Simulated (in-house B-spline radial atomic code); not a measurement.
Whole-atom quantities along the 44-electron series, configuration [Kr] 4d8. Breit and QED terms are first order and not part of the total energy; the density at the nucleus is averaged over the nuclear charge. Computed with a B-spline radial code for spherical atoms: Dirac-Hartree-Fock, average of the configuration, finite nuclei.

```csv
ion,Z,E/Z² (Eh),Σ<r²> (bohr²),n(0)/Z³ (bohr⁻³),Lamb diamagnetic shielding (ppm),repulsion over attraction,Breit energy (eV),self-energy (eV),vacuum polarisation (eV),Dirac less non-relativistic energy (Eh)
Rh+,45,-2.3617,36.097,1.2834,4564.07,0.15569,83.042,62.677,-7.4066,-96.795
Pd2+,46,?,?,?,?,?,?,?,?,?
Ag3+,47,-2.4049,25.916,1.3527,4843.65,0.15222,96.395,73.022,-8.9014,-116.96
Cd4+,48,?,?,?,?,?,?,?,?,?
In5+,49,-2.4465,20.347,1.4273,5124.6,0.1484,111.2,84.578,-10.63,-140.26
Sn6+,50,-2.4667,18.339,1.467,5265.92,0.14645,119.17,90.84,-11.59,-153.2
Sb7+,51,-2.4865,16.661,1.5088,5407.89,0.14448,127.54,97.442,-12.62,-167.05
Te8+,52,-2.5059,15.234,1.5505,5550.58,0.14252,136.31,104.4,-13.723,-181.86
```

Fill in the row of Pd2+.

E/Z² (Eh): -2.3835; Σ<r²> (bohr²): 30.06; n(0)/Z³ (bohr⁻³): 1.3169; Lamb diamagnetic shielding (ppm): 4703.79; repulsion over attraction: 0.15402; Breit energy (eV): 89.542; self-energy (eV): 67.704; vacuum polarisation (eV): -8.1264; Dirac less non-relativistic energy (Eh): -106.5.

Fill in the row of Cd4+.

E/Z² (Eh): -2.4259; Σ<r²> (bohr²): 22.805; n(0)/Z³ (bohr⁻³): 1.388; Lamb diamagnetic shielding (ppm): 4983.88; repulsion over attraction: 0.15033; Breit energy (eV): 103.61; self-energy (eV): 78.642; vacuum polarisation (eV): -9.7344; Dirac less non-relativistic energy (Eh): -128.19.

With what power of Z does the column «self-energy (eV)» change over this range?

A fit of the logarithm of its size against log Z from Z = 45 to 52 has slope 3.53. One-loop self-energy scales as Z⁴F(Zα), with F falling from low Z to about Z = 90.
